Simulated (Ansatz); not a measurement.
Molecule: methyl-bis(methylsulfanyl)borane, C$_{3}$H$_{9}$BS$_{2}$, charge 0, multiplicity 1. 
Geometry from a B3LYP-D3(BJ)/def2-TZVP (Ansatz, a quantum-chemistry and plane-wave program) optimisation:
SMILES: CSB(C)SC
```xyz
15

C     -1.7216    -1.5657    -0.0358
S     -1.5907     0.1882     0.4412
B      0.0731     0.8242     0.2054
C      0.1939     2.3687     0.5264
S      1.6258     0.0961    -0.3299
C      1.4375    -1.6640    -0.7624
H     -1.0993    -2.1963     0.5920
H     -1.4763    -1.7123    -1.0834
H     -2.7645    -1.8346     0.1211
H     -0.5234     2.6951     1.2818
H     -0.0142     2.9427    -0.3821
H      1.1945     2.6493     0.8604
H      1.1204    -2.2511     0.0942
H      2.4269    -1.9975    -1.0694
H      0.7496    -1.7996    -1.5915
```

Dipole moments at this geometry, in debye (magnitudes).

| level | program | dipole (D) |
|---|---|---|
| BLYP/def2-TZVPD | Ansatz | 2.41 |
| B97M-V/def2-TZVPD | Ansatz | 2.42 |
| PBE0/def2-TZVPD | Ansatz | 2.47 |
| r2SCANh/def2-TZVPD | Ansatz | 2.50 |
| CCSD(T)/aug-cc-pV(D+d)Z | Ansatz | 2.52 |
